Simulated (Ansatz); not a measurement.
`Br[SiH]1NCO1`, 9 atoms. Charge 0, multiplicity 1. Correlated methods include outer-core shells of Br, which these sets cover unevenly. Scalar relativity is left out up to krypton. All runs use 4 threads of an Arm Neoverse V1 on a shared host. Correlated methods freeze the cores.

How many basis functions does each run have, and how long does it take in Ansatz? RHF-MP2/def2-QZVPP energy; RKS ωB97M-V/def2-QZVPP energy; RKS B2PLYP (frozen core)/def2-TZVPP energy; RKS PBE0-D4/def2-QZVPP energy; RKS BHLYP-D4/def2-TZVPP energy; direct RPA on PBE orbitals/def2-TZVPP energy; RHF-CCSD(T)/def2-TZVPP energy; RHF-CCSD(T)/def2-SVP energy; RKS PBE0-D4/def2-TZVPP energy; RKS PBE0-D4/def2-SVP energy; RKS ωB97M-V/def2-SVP energy; RKS PBE0-D4/def2-TZVP frequencies. (Estimate.)

Ansatz gave: Other jobs shared the machine, so times are rough.

```
                                level          job  functions  wall time  peak host memory (GiB)
                 RKS PBE0-D4/def2-SVP       energy        112      1.5 s                    0.44
               RKS PBE0-D4/def2-TZVPP       energy        239      4.1 s                    0.69
              RKS BHLYP-D4/def2-TZVPP       energy        239      4.3 s                    0.72
                 RKS ωB97M-V/def2-SVP       energy        112        6 s                    0.44
direct RPA on PBE orbitals/def2-TZVPP       energy        239      6.5 s                    0.58
  RKS B2PLYP (frozen core)/def2-TZVPP       energy        239      7.5 s                    0.67
                 RHF-CCSD(T)/def2-SVP       energy        112      9.5 s                    0.55
               RKS PBE0-D4/def2-QZVPP       energy        450       12 s                     1.9
                   RHF-MP2/def2-QZVPP       energy        450       24 s                     2.8
               RKS ωB97M-V/def2-QZVPP       energy        450       28 s                     2.2
                RKS PBE0-D4/def2-TZVP  frequencies        202    2.9 min                    0.62
               RHF-CCSD(T)/def2-TZVPP       energy        239      4 min                     4.7
```
